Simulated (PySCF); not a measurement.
C₅H₄O₃ (charge +1 and doublet state).
Geometry (GFN2-xTB, Å), atoms numbered from 1 in this order:
```
atom  x, y, z in Å
O1     2.133    1.156    0.901
C2     1.774    0.194    0.270
O3     2.474   -0.739   -0.280
C4     0.286    0.022    0.185
C5    -0.705    1.012    0.065
C6    -1.910    0.327    0.052
C7    -1.582   -1.029    0.232
O8    -0.277   -1.187    0.348
H9     3.441   -0.643   -0.171
H10   -0.532    2.066   -0.044
H11   -2.896    0.731   -0.077
H12   -2.206   -1.910    0.257
```

The hyperfine couplings belong to this conformer and change with its torsions.

As a line formula: `O=C(O)[C+]1[CH]C=CO1` [radical] (charge +1).

Method used: PySCF 2.14.0, UKS B3LYP, pcH-1 on C H O, non-relativistic, mean-field spin-orbit, GIAO. One conformer (not necessarily the lowest) at the GFN2-xTB geometry, without solvent, vibrations or thermal averaging. A GFN2-xTB geometry isn't a minimum of the functional, and hyperfine couplings can be far from their values at a DFT geometry, by a factor of two or more for some ions and for spin on atoms past the first row. The frame is twisted about the C2–C4 bond at this geometry (dihedral O1–C2–C4–C5 = 37°); couplings at other torsion angles weren't computed. The SCF solution wasn't tested for stability.

Q: Break the g tensor into its mass correction, gauge correction and orbital-Zeeman/spin–orbit terms.

A: 
| Δg (ppm) | 1 | 2 | 3 |
| --- | --- | --- | --- |
| relativistic mass correction | -180 | -180 | -180 |
| gauge correction | 22 | 21 | 34 |
| orbital Zeeman/spin–orbit | -265 | 1120 | 1887 |
| total | -423 | 961 | 1741 |

So g = 2.00190, 2.00328, 2.00406 and g_iso = 2.00308; the tensor is rhombic: the two nearest values differ by 36 % of g3 − g1. 

Q: What are the electron Larmor frequencies g μB B/h along the three axes at 330 mT?

A: 9.2463, 9.2527, 9.2563 GHz for g1, g2 and g3, a range of 10.0 MHz.

Q: At 9.399 GHz, how far is the centre of the isotropic spectrum from where a free electron (g = 2.002319) resonates?

A: B = hν/(g μB) with μB/h = 13.99624 MHz/mT gives 335.38 mT for the free electron and 335.25 mT at g_iso, 0.13 mT lower.

Q: In a frozen sample, at which fields do the three g values resonate at 9.5, 34, 94 and 263 GHz (hyperfine left aside), and which band first spreads them over more than twice a line width of 0.3 mT?

A: 
```json
{"band": "X", "GHz": "9.5", "B(g3) mT": "338.69", "B(g2) mT": "338.82", "B(g1) mT": "339.06", "spread mT": "0.37"}
{"band": "Q", "GHz": "34.0", "B(g3) mT": "1212.15", "B(g2) mT": "1212.62", "B(g1) mT": "1213.46", "spread mT": "1.31"}
{"band": "W", "GHz": "94.0", "B(g3) mT": "3351.24", "B(g2) mT": "3352.55", "B(g1) mT": "3354.86", "spread mT": "3.62"}
{"band": "J", "GHz": "263.0", "B(g3) mT": "9376.34", "B(g2) mT": "9379.99", "B(g1) mT": "9386.48", "spread mT": "10.13"}
```

The spread grows in proportion to the frequency. Q band is the first where it exceeds 0.6 mT.

The largest Mulliken spin populations are on C7 (+0.44), C4 (+0.44), O1 (+0.20) and C2 (-0.06). Three atoms exceed +0.15.

The HOMO–LUMO gaps are 5.90 eV among the α and 2.58 eV among the β orbitals.

Time: 43 s of wall time. Hardware: Arm Neoverse V1, one thread (shared host).

The SMILES draws the unpaired electron on C5; the largest computed Mulliken spin population is on C7 (0.44 against 0.04).
